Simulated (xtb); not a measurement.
Cl5OSi2 (SMILES Cl[Si](Cl)O[Si](Cl)(Cl)Cl), doublet, from a rough starting geometry; GFN2-xTB (xtb).

The xtb input:
```
$ xtb mol.xyz --gfn 2 --uhf 1 --opt vtight --json

# file mol.xyz
8

Cl     2.37619797    -1.72495832    -0.75240428
Si     1.89018684     0.07461178     0.06327950
Cl     2.22867926     1.62982920    -1.16189792
O      0.32751317     0.06028287     0.47833582
Si    -1.30857291     0.03253038     0.32576171
Cl    -1.99005788     1.12284844     1.81554367
Cl    -1.81570795    -1.88743144     0.59080395
Cl    -1.80742901     0.73251968    -1.46227425
```

**Question.** Predict the main parts of the log of this xtb run.

**Answer.** 
```
   ID    Z sym.   atoms
    1   17 Cl     1, 3, 6-8
    2   14 Si     2, 5
    3    8 O      4

           -------------------------------------------------
          |                Calculation Setup                |
           -------------------------------------------------

           -------------------------------------------------
          |                 G F N 2 - x T B                 |
           -------------------------------------------------

          ...................................................
          :                      SETUP                      :
          :.................................................:
          :  # basis functions                  74          :
          :  # atomic orbitals                  67          :
          :  # shells                           23          :
          :  # electrons                        49          :
          :  max. iterations                   250          :
          :  Hamiltonian                  GFN2-xTB          :
          :  restarted?                      false          :
          :  GBSA solvation                  false          :
          :  PC potential                    false          :
          :  electronic temp.          300.0000000     K    :
          :  accuracy                    1.0000000          :
          :  -> integral cutoff          0.2500000E+02      :
          :  -> integral neglect         0.1000000E-07      :
          :  -> SCF convergence          0.1000000E-05 Eh   :
          :  -> wf. convergence          0.1000000E-03 e    :
          :  Broyden damping             0.4000000          :
          :  net charge                          0          :
          :  unpaired electrons                  1          :
          ...................................................

 iter      E             dE          RMSdq      gap      omega  full diag
   1    -30.4808014 -0.304808E+02  0.784E+00    3.96       0.0  T
   2    -30.5690774 -0.882759E-01  0.565E+00    3.35       1.0  T
   3    -30.5818318 -0.127544E-01  0.277E+00    3.86       1.0  T
   4    -30.5785347  0.329708E-02  0.181E+00    3.33       1.0  T
   5    -30.5972498 -0.187151E-01  0.707E-01    3.67       1.0  T
   6    -30.5971285  0.121292E-03  0.232E-01    3.72       1.0  T
   7    -30.5971963 -0.678142E-04  0.243E-01    3.69       1.0  T
   8    -30.5972416 -0.452531E-04  0.173E-01    3.71       1.0  T
   9    -30.5974161 -0.174568E-03  0.546E-02    3.69       1.0  T
  10    -30.5974274 -0.112733E-04  0.337E-02    3.70       1.0  T
  11    -30.5974288 -0.137424E-05  0.289E-02    3.70       1.2  T
  12    -30.5974335 -0.476259E-05  0.799E-03    3.70       4.4  T
  13    -30.5974339 -0.326764E-06  0.384E-03    3.70       9.2  T
  14    -30.5974339 -0.396704E-07  0.279E-03    3.70      12.7  T
  15    -30.5974339 -0.379824E-07  0.116E-03    3.70      30.6  T
  16    -30.5974339 -0.348905E-09  0.941E-04    3.70      37.6  T
  17    -30.5974339 -0.526788E-08  0.524E-04    3.70      67.5  T

   *** convergence criteria satisfied after 17 iterations ***

         :::::::::::::::::::::::::::::::::::::::::::::::::::::
         ::                     SUMMARY                     ::
         :::::::::::::::::::::::::::::::::::::::::::::::::::::
         :: total energy             -30.531234498036 Eh    ::
         :: gradient norm              0.026618661726 Eh/a0 ::
         :: HOMO-LUMO gap              3.699202499670 eV    ::
         ::.................................................::
         :: SCC energy               -30.597395470523 Eh    ::
         :: -> isotropic ES            0.063382607248 Eh    ::
         :: -> anisotropic ES         -0.004022520819 Eh    ::
         :: -> anisotropic XC         -0.003434021323 Eh    ::
         :: -> dispersion             -0.014031259111 Eh    ::
         :: repulsion energy           0.066160972486 Eh    ::
         :: add. restraining           0.000000000000 Eh    ::
         :: total charge               0.000000000000 e     ::
         :::::::::::::::::::::::::::::::::::::::::::::::::::::

      -----------------------------------------------------------
     |                   =====================                   |
     |                        A N C O P T                        |
     |                   =====================                   |
     |               Approximate Normal Coordinate               |
     |                Rational Function Optimizer                |
      -----------------------------------------------------------
      -----------------------------------------------------------
     |                   =====================                   |
     |                        A N C O P T                        |
     |                   =====================                   |
     |               Approximate Normal Coordinate               |
     |                Rational Function Optimizer                |
      -----------------------------------------------------------

          ...................................................
          :                      SETUP                      :
          :.................................................:
          :   optimization level         verytight          :
          :   max. optcycles                   200          :
          :   ANC micro-cycles                  20          :
          :   degrees of freedom                18          :
          :.................................................:
          :   RF solver                   davidson          :
          :   write xtbopt.log                true          :
          :   linear?                        false          :
          :   energy convergence         0.1000000E-06 Eh   :
          :   grad. convergence          0.2000000E-03 Eh/α :
          :   maxmium RF displ.          1.0000000          :
          :   Hlow (freq-cutoff)         0.1000000E-01      :
[...]
 * total energy  :   -30.5324737 Eh     change       -0.1672768E-05 Eh
 * total energy  :   -30.5324757 Eh     change       -0.1917841E-05 Eh
 * total energy  :   -30.5324765 Eh     change       -0.8170449E-06 Eh
 * total energy  :   -30.5324766 Eh     change       -0.1633433E-06 Eh
 * total energy  :   -30.5324767 Eh     change       -0.1079913E-06 Eh
 * total energy  :   -30.5324769 Eh     change       -0.1977693E-06 Eh
 * total energy  :   -30.5324772 Eh     change       -0.2232409E-06 Eh
 * total energy  :   -30.5324773 Eh     change       -0.1491526E-06 Eh
 * total energy  :   -30.5324774 Eh     change       -0.1254018E-06 Eh
 * total energy  :   -30.5324776 Eh     change       -0.1371622E-06 Eh
 * total energy  :   -30.5324778 Eh     change       -0.1689875E-06 Eh
 * total energy  :   -30.5324779 Eh     change       -0.1811135E-06 Eh
 * total energy  :   -30.5324780 Eh     change       -0.8813834E-07 Eh
   *** GEOMETRY OPTIMIZATION CONVERGED AFTER 22 ITERATIONS ***
[...]

         :::::::::::::::::::::::::::::::::::::::::::::::::::::
         ::                     SUMMARY                     ::
         :::::::::::::::::::::::::::::::::::::::::::::::::::::
         :: total energy             -30.532478021089 Eh    ::
         :: gradient norm              0.000030277123 Eh/a0 ::
         :: HOMO-LUMO gap              3.799357134483 eV    ::
         ::.................................................::
         :: SCC energy               -30.598004640010 Eh    ::
         :: -> isotropic ES            0.063771989590 Eh    ::
         :: -> anisotropic ES         -0.004197989842 Eh    ::
         :: -> anisotropic XC         -0.003395317334 Eh    ::
         :: -> dispersion             -0.014157707472 Eh    ::
         :: repulsion energy           0.065526618920 Eh    ::
         :: add. restraining           0.000000000000 Eh    ::
         :: total charge              -0.000000000000 e     ::
         :::::::::::::::::::::::::::::::::::::::::::::::::::::

           -------------------------------------------------
          |                Property Printout                |
           -------------------------------------------------

    * Orbital Energies and Occupations

         #    Occupation            Energy/Eh            Energy/eV
      -------------------------------------------------------------
         1        2.0000           -1.0945075             -29.7831
       ...           ...                  ...                  ...
        13        2.0000           -0.4951853             -13.4747
        14        2.0000           -0.4832060             -13.1487
        15        2.0000           -0.4738674             -12.8946
        16        2.0000           -0.4702465             -12.7961
        17        2.0000           -0.4661330             -12.6841
        18        2.0000           -0.4653223             -12.6621
        19        2.0000           -0.4611829             -12.5494
        20        2.0000           -0.4600223             -12.5178
        21        2.0000           -0.4575952             -12.4518
        22        2.0000           -0.4568983             -12.4328
        23        2.0000           -0.4553106             -12.3896
        24        2.0000           -0.4542400             -12.3605
        25        1.0000           -0.3496802              -9.5153 (HOMO)
        26                         -0.2100564              -5.7159 (LUMO)
        27                         -0.1982793              -5.3955
        28                         -0.1813779              -4.9355
        29                         -0.1706110              -4.6426
        30                         -0.1580885              -4.3018
        31                         -0.1349264              -3.6715
        32                         -0.0878437              -2.3903
        33                         -0.0455136              -1.2385
        34                         -0.0434677              -1.1828
        35                         -0.0206969              -0.5632
        36                         -0.0174522              -0.4749
       ...                                ...                  ...
        67                          0.8821440              24.0044
      -------------------------------------------------------------
                  HL-Gap            0.1396238 Eh            3.7994 eV
             Fermi-level           -0.3409142 Eh           -9.2767 eV

     #   Z          covCN         q      C6AA      α(0)
     1  17 Cl       0.807    -0.137   103.336    15.551
     2  14 Si       2.431     0.524   174.974    28.878
     3  17 Cl       0.807    -0.136   103.298    15.548
     4   8 O        1.540    -0.406    21.038     6.188
     5  14 Si       3.236     0.606   128.647    23.553
     6  17 Cl       0.811    -0.150   103.744    15.581
     7  17 Cl       0.812    -0.150   103.757    15.582
     8  17 Cl       0.812    -0.150   103.751    15.582

 Mol. C6AA /au·bohr⁶  :       6268.234434
 Mol. C8AA /au·bohr⁸  :     303261.034693
 Mol. α(0) /au        :        136.463507

Wiberg/Mayer (AO) data.
largest (>0.10) Wiberg bond orders for each atom

 ---------------------------------------------------------------------------
     #   Z sym  total        # sym  WBO       # sym  WBO       # sym  WBO
 ---------------------------------------------------------------------------
     1  17 Cl   1.332 --     2 Si   1.184
     2  14 Si   3.467 --     3 Cl   1.185     1 Cl   1.184     4 O    1.042
     3  17 Cl   1.333 --     2 Si   1.185
     4   8 O    2.379 --     5 Si   1.103     2 Si   1.042
     5  14 Si   4.514 --     6 Cl   1.126     7 Cl   1.124     8 Cl   1.124
                             4 O    1.103
     6  17 Cl   1.310 --     5 Si   1.126
     7  17 Cl   1.312 --     5 Si   1.124
     8  17 Cl   1.317 --     5 Si   1.124
 ---------------------------------------------------------------------------

Topologies differ in total number of bonds
Writing topology from bond orders to xtbtopo.mol

molecular dipole:
                 x           y           z       tot (Debye)
 q only:        0.595       0.064       0.333
   full:        0.274       0.015       0.063       0.715
molecular quadrupole (traceless):
                xx          xy          yy          xz          yz          zz
 q only:        4.565       0.793      -3.405       3.410       0.421      -1.160
  q+dip:        0.381       0.414      -1.276       2.651       0.191       0.896
   full:        1.814       0.380      -1.982       1.935       0.141       0.168

optimized geometry written to: xtbopt.xyz

           -------------------------------------------------
          | TOTAL ENERGY              -30.532478021089 Eh   |
          | GRADIENT NORM               0.000030277123 Eh/α |
          | HOMO-LUMO GAP               3.799357134483 eV   |
           -------------------------------------------------

normal termination of xtb
```
